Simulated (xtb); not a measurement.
methane (CH4), SMILES C. All values are semi-empirical tight-binding results from xtb (GFN2-xTB unless named), good for trends rather than for accurate numbers. Geometry: GFN2-xTB.

```
Item                                            Value
--------------------------------------  -------------
point group as xtb finds it                        Td
orbital gap                                  17.34 eV
dipole moment                                  0.00 D
zero-point energy                       28.1 kcal/mol
G − E(el) at 298.15 K (modified RRHO)   17.3 kcal/mol
static polarisability (D4 model)           16.8 bohr³
solvation energy, GFN2-xTB/ALPB(water)   0.2 kcal/mol
solvation energy, GFN2-xTB/ALPB(dmf)    -0.6 kcal/mol
```

Computed IR lines (harmonic; lines under 4 % of the strongest left out, lines within 3 cm⁻¹ merged):
ν (cm⁻¹): 1386 (s), 3102 (vs) (against the strongest line: vs over 80 %, s over 45 %, m over 15 %, w over 4 %, vw less)
